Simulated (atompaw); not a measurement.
Building the PAW (atompaw) potential for K (Z = 19) (PBEsol, non-relativistic).

The input file (atompaw 4.2.0.5):

```
K 19
GGA-PBESOL loggrid 1500 logderivrange -5 5 251
4 4 0 0 0 0
4 0 1
4 1 0
0 0 0
c
c
v
v
c
v
v
3
2.90 2.55 2.85 2.60
n
n
y
0.45
y
1.05
n
y
0.15
n
custom polynom2 7 10 vanderbiltortho sinc
4 0.5 troulliermartins
2.10
2.90
2.05
2.90
2.90
2.20
2.90
PWSCFOUT
UPFDX 0.0125d0 UPFXMIN -7.d0 UPFZMESH 19.d0
END
```

Command:

```bash
atompaw < K.input > K.log
```

The program printed (summary file):

```
Completed calculations for K (AE)

 Exchange-correlation type: GGA, Perdew-Burke-Ernzerhof modified (PBEsol)

 Radial integration grid is logarithmic
 r0 =   4.2633078E-04 h =   8.1002849E-03   n =      1500 rmax =   8.0000000E+01

 Non-relativistic calculation

 AEatom converged in  33 iterations
   nz     =  19.00
   delta  =       4.791534259074E-17

 All Electron Orbital energies:
  n  l      occupancy      energy
  1  0      2.0000000E+00 -2.5724304E+02
  2  0      2.0000000E+00 -2.5721379E+01
  3  0      2.0000000E+00 -2.5697838E+00
  4  0      1.0000000E+00 -1.6856029E-01
  2  1      6.0000000E+00 -2.0558589E+01
  3  1      6.0000000E+00 -1.3840766E+00
  4  1      0.0000000E+00 -5.9008079E-02

 Total energy
   Total                    :    -1197.82064453833209

 ---
 Completed calculations for K (SC)

 Exchange-correlation type: GGA, Perdew-Burke-Ernzerhof modified (PBEsol)

 Radial integration grid is logarithmic
 r0 =   4.2633078E-04 h =   8.1002849E-03   n =      1500 rmax =   8.0000000E+01

 Non-relativistic calculation

 SCatom converged in   1 iterations
   nz     =  19.00
   delta  =       1.885287692233E-17

 Valence Electron Orbital energies:
  n  l      occupancy      energy
   3  0      2.0000000E+00 -2.5697838E+00
   4  0      1.0000000E+00 -1.6856029E-01
   3  1      6.0000000E+00 -1.3840766E+00
   4  1      0.0000000E+00 -5.9008079E-02

 Total energy
   Total                    :    -1197.82064453761382
   Valence                  :     -110.90245138920001

 PAW parameters:
       lmax =            3
         rc =    2.9120842714003867
        irc =         1091
   rc_shape =    2.5580474503979858
    rc_vloc =    2.8652800912396783
    rc_core =    2.5998337502333788
   Vloc: Norm-conserving Troullier-Martins with l= 4;e=   5.0000E-01
   Projector type: improved polynomial pseudization + Vanderbilt ortho.
   Sinc^2 compensation charge shape zeroed at   2.5580E+00

 Number of basis functions     7
 No.   n  nodes  l      Energy         Cp coeff         Occ
  1    3    2    0   -0.2569784E+01 -0.2348518E+01  0.2000000E+01
  2    4    3    0   -0.1685603E+00  0.1469555E+02  0.1000000E+01
  3    3    1    1   -0.1384077E+01 -0.1184770E+01  0.6000000E+01
  4    4    2    1   -0.5900808E-01  0.7181439E+02  0.0000000E+00
  5  999    0    2    0.4500000E+00 -0.2630152E+00  0.0000000E+00
  6  999    1    2    0.1050000E+01 -0.2773580E+00  0.0000000E+00
  7  999    0    3    0.1500000E+00 -0.6949584E+02  0.0000000E+00

 Eigenvalues of overlap operator (in the basis of projectors):
    1        4.52479358E-01
    2        6.37699087E-01
    3        7.50151653E-01
    4        1.76984656E+00
    5        1.15812778E+02
    6        2.30631215E+03
    7        4.03372067E+03

 Orbital leakage outside PAW augmentation regions
   orb  is_core?  %out_of_sphere
   1 0    T           0.00
   2 0    T           0.00
   3 0    F           0.63
   4 0    F          89.30
   2 1    T           0.00
   3 1    F           2.49
   4 1    F          97.24

 Summary of PAW energies
   Total valence energy     :   -110.90245137066370
   Smooth energy            :      7.76959323951256
   One center               :   -118.67204461017626
   Smooth kinetic           :     15.46175484589203
   Vloc energy              :     -1.74048946557309
   Smooth exch-corr         :     -7.09397371294987
   One-center xc            :    -57.66697440166471
```

The run took about 1.1 s on one core of a shared server CPU.
